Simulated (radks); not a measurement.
Values are calculated unless marked as measured or tabulated.
Kinetic energies: the exact non-interacting value of the Kohn-Sham orbitals and orbital-free approximations, as 100 (|E| - |E exact|)/|E exact|, negative where the magnitude is too small. Species: Ca+ [Ar] 4s1; Li2+ 1s1; Sr [Kr] 5s2. Code: a radial shooting solver on a logarithmic mesh with Libxc functionals. Model: non-relativistic Kohn-Sham, PBE, spin-polarised, spherical densities, point nucleus. Every spin shell is full or empty, so the densities are truly spherical. Functionals are evaluated on that one density, not self-consistently.

functional           Ca+     Li2+       Sr
exact (hartree)  676.466  4.48115  3131.29
Thomas-Fermi       -6.94    -8.48    -5.76
von Weizsacker    -43.31    0.00   -54.48
TF + vW           +49.75   +91.52   +39.76
TF + vW/9          -0.64    +2.63    -0.70
TF + vW/5          +4.40   +11.52    +3.34
LC94               +0.09    +2.14    +0.06
APBEK              +0.20    +2.00    +0.13
revAPBEK           +0.52    +2.89    +0.34
Perdew 92          -0.63    +2.65    -0.69
Thakkar            -0.20    +2.35    -0.48
Pearson            -1.40    -2.43    -1.02
LKT               +27.96   +62.41   +21.34
PG1               +22.46   +55.06   +16.84
Ernzerhof          -0.11    +6.49    -0.37
